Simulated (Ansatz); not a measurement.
Consider the hydrogenolysis of the Si–Cl bond: `O[SiH2]S[SiH2]Cl` + H₂ → `O[SiH2]S[SiH3]` + HCl.

Gas-phase electronic energies from Ansatz, PBE0-D4/def2-TZVP geometries. CBS: MP2 limit from def2 TZ/QZ plus the TZ coupled-cluster correction, frozen cores. This one scheme is used for every species. Functionals use def2-TZVPP. B3LYP here is the variant with VWN-RPA as its local correlation; programs differ in this. One conformer a species, not always the lowest.

`O[SiH2]S[SiH2]Cl`:

Z-matrix (Å, degrees):
```
Si
S 1 2.152
O 1 1.634 2 112.7
H 1 1.485 2 106.8 3 123.2
H 1 1.476 2 106.6 3 -116.6
Si 2 2.112 1 97.0 3 -85.6
H 3 0.961 1 116.6 2 58.7
Cl 6 2.071 2 111.3 1 56.1
H 6 1.478 2 112.3 1 -62.0
H 6 1.478 2 107.9 1 174.1
```

H₂:

Z-matrix (Å, degrees):
```
H
H 1 0.746
```

`O[SiH2]S[SiH3]`:

Z-matrix (Å, degrees):
```
Si
S 1 2.133
O 1 1.643 2 112.7
H 1 1.484 2 104.2 3 122.4
H 1 1.478 2 111.2 3 -117.0
Si 2 2.142 1 97.8 3 56.4
H 3 0.959 1 117.4 2 55.1
H 6 1.485 2 110.0 1 38.0
H 6 1.483 2 106.7 1 157.7
H 6 1.484 2 111.2 1 -83.2
```

HCl:

Cartesian coordinates in Å:
```
Cl 0.315 -0.176 -0.528
H -0.315 0.176 0.528
```

Q: Is it downhill or uphill in electronic energy at CCSD(T)/CBS, and by how much? (Estimate.)

A: Ansatz gave: Uphill: ΔE = +84.4 kJ/mol.

Q: What do these levels give: PBE0-D4, B3LYP-D4, ωB97X-V, B2PLYP, PBE0, B3LYP, HF/def2-TZVPP, CCSD(T)/def2-TZVPP, MP2/def2-QZVPP, SCS-MP2/def2-QZVPP, HF/CBS(def2), CCSD/CBS(def2)? (An estimate is asked.)

A: Ansatz gave: PBE0-D4 83.3, B3LYP-D4 83.8, ωB97X-V 81.4, B2PLYP 78.5, PBE0 77.1, B3LYP 72.3, HF/def2-TZVPP 63.5, CCSD(T)/def2-TZVPP 77.2, MP2/def2-QZVPP 92.7, SCS-MP2/def2-QZVPP 84.8, HF/CBS(def2) 63.8, CCSD/CBS(def2) 79.7 kJ/mol.

Largest T1 diagnostic among the species: 0.012.

In def2-TZVPP, CCSD(T) changes the Hartree–Fock value by +13.7 kJ/mol (the triples alone add +4.7 kJ/mol) and MP2 by +25.0 kJ/mol. The D4 term adds +11.5 kJ/mol with B3LYP and +6.2 kJ/mol with PBE0; it sums over pairs of atoms, weighted by their polarisabilities, and B3LYP, whose exchange is more repulsive, gets the larger term.
